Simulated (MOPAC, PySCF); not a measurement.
CH₂B₂, SMILES `B1=CB1`, neutral singlet in the gas phase. 

Cartesian coordinates (Å):
```xyz
5

B     -0.3582     1.0184    -1.1376
C     -0.8152    -0.0582    -0.4505
B      0.7710     0.2187    -0.5243
H     -1.3246    -0.8615     0.0506
H      1.7270    -0.3173    -0.0987
```
Charge 0, multiplicity 1.

All levels are single points at this geometry (B3LYP-D3(BJ)/def2-TZVP); Pople sets use spherical d functions. Orbital energies aren't observables, and empty levels follow the basis.

PM6 in MOPAC gives gap (eV) = 8.53.

### Question
Estimate the gap (eV) from each of these levels: B3LYP-D3(BJ)/def2-TZVP in PySCF; M06-2X/6-31G* in PySCF; SVWN5/6-31G* in PySCF; HF/STO-3G in PySCF; AM1 in MOPAC.

### Answer

```json
[
 {"level": "B3LYP-D3(BJ)/def2-TZVP in PySCF", "gap (eV)": "5.17"},
 {"level": "M06-2X/6-31G* in PySCF", "gap (eV)": "7.70"},
 {"level": "SVWN5/6-31G* in PySCF", "gap (eV)": "3.44"},
 {"level": "HF/STO-3G in PySCF", "gap (eV)": "13.63"},
 {"level": "AM1 in MOPAC", "gap (eV)": "9.38"}
]
```
